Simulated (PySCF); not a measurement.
PySCF input (BP86/6-31G* (5d)):

```python
from pyscf import gto, dft

mol = gto.M(
    atom='''
    C    -1.50946924    0.13525764   -0.02954702
    C    -0.14239834   -0.47916042   -0.10548602
    C     1.02416038    0.26214254   -0.58559615
    O     0.83826806    0.01922124    0.81226500
    H    -2.05693779   -0.25112328    0.83255523
    H    -2.08462067   -0.10001904   -0.92820269
    H    -1.43877541    1.21922918    0.06660483
    H    -0.11998649   -1.56214571   -0.21072859
    H     0.90406969    1.29704488   -0.89351414
    H     1.85634933   -0.26619438   -1.04105945
    ''',
    basis='6-31g*',
    charge=0,
    spin=0,
    verbose=4,
)

mf = dft.RKS(mol, xc='bp86')
mf.grids.level = 3
mf.conv_tol = 1e-9
mf.max_cycle = 100
mf.max_memory = 1500
mf.kernel()
if not mf.converged:
    mf = mf.newton()
    mf.kernel(mf.make_rdm1())
mf.dip_moment()
```

From the output:

```
SCF conv_tol = 1e-09
SCF conv_tol_grad = None
SCF max_cycles = 100
direct_scf = True
direct_scf_tol = 1e-13
XC library pyscf.dft.libxc version 7.1.2
    S. Lehtola, C. Steigemann, M. J. T. Oliveira, and M. A. L. Marques,  SoftwareX 7, 1–5 (2018)
XC functionals = bp86
    A. D. Becke,  Phys. Rev. A 38, 3098 (1988)
    J. P. Perdew,  Phys. Rev. B 33, 8822 (1986)
    J. P. Perdew,  Phys. Rev. B 34, 7406–7406 (1986)
radial grids:
    Treutler-Ahlrichs [JCP 102, 346 (1995); DOI:10.1063/1.469408] (M4) radial grids

becke partition: Becke, JCP 88, 2547 (1988); DOI:10.1063/1.454033
pruning grids: <function nwchem_prune>
grids dens level: 3
symmetrized grids: False
atomic radii adjust function: <function treutler_atomic_radii_adjust>
small_rho_cutoff = 0
Set gradient conv threshold to 3.16228e-05
Initial guess from minao.
tot grids = 115288
init E= -193.400927563883
  HOMO = -0.343690713057735  LUMO = -0.00849101300071364  gap/eV = 9.12125
cycle= 1 E= -193.003762323661  delta_E= 0.397  |g|= 0.661  |ddm|= 2.82
  HOMO = -0.0465693741893052  LUMO = 0.103100708143025  gap/eV = 4.07273
cycle= 2 E= -192.690375617172  delta_E= 0.313  |g|= 1.39  |ddm|=  2.2
  HOMO = -0.21592192841976  LUMO = 0.0881208176753936  gap/eV = 8.27342
cycle= 3 E= -193.090020240111  delta_E= -0.4  |g|= 0.213  |ddm|= 1.69
  HOMO = -0.21398080786567  LUMO = 0.0725122806195779  gap/eV = 7.79587
cycle= 4 E= -193.100022353597  delta_E= -0.01  |g|= 0.0506  |ddm|= 0.208
  HOMO = -0.211904875997987  LUMO = 0.0742895282226534  gap/eV = 7.78775
cycle= 5 E= -193.100606122058  delta_E= -0.000584  |g|= 0.0107  |ddm|= 0.0514
  HOMO = -0.211871444204723  LUMO = 0.0748788481580678  gap/eV = 7.80287
cycle= 6 E= -193.100627252678  delta_E= -2.11e-05  |g|= 0.0052  |ddm|= 0.0136
  HOMO = -0.212040896709118  LUMO = 0.0747151085516724  gap/eV = 7.80303
cycle= 7 E= -193.100633854888  delta_E= -6.6e-06  |g|= 0.000671  |ddm|= 0.00492
  HOMO = -0.212100238768234  LUMO = 0.0746827474185263  gap/eV = 7.80376
cycle= 8 E= -193.10063402454  delta_E= -1.7e-07  |g|= 0.000162  |ddm|= 0.000904
  HOMO = -0.21209717658548  LUMO = 0.0746911219556172  gap/eV = 7.80391
cycle= 9 E= -193.100634030121  delta_E= -5.58e-09  |g|= 5.48e-05  |ddm|= 0.000178
  HOMO = -0.212106463664508  LUMO = 0.0746829093048675  gap/eV = 7.80394
cycle= 10 E= -193.100634036672  delta_E= -6.55e-09  |g|= 9.58e-06  |ddm|= 7.11e-05
  HOMO = -0.212106534040176  LUMO = 0.0746831501505882  gap/eV = 7.80394
cycle= 11 E= -193.100634036697  delta_E= -2.51e-11  |g|= 1.93e-06  |ddm|= 1.32e-05
  HOMO = -0.212105950433364  LUMO = 0.0746833896223085  gap/eV = 7.80394
Extra cycle  E= -193.100634036695  delta_E= 2.16e-12  |g|= 2.74e-06  |ddm|= 4.5e-06
converged SCF energy = -193.100634036695
Dipole moment(X, Y, Z, Debye): -0.84256, -0.16198, -1.63749
```

The geometry given is a B3LYP-D3(BJ)/def2-TZVP minimum.
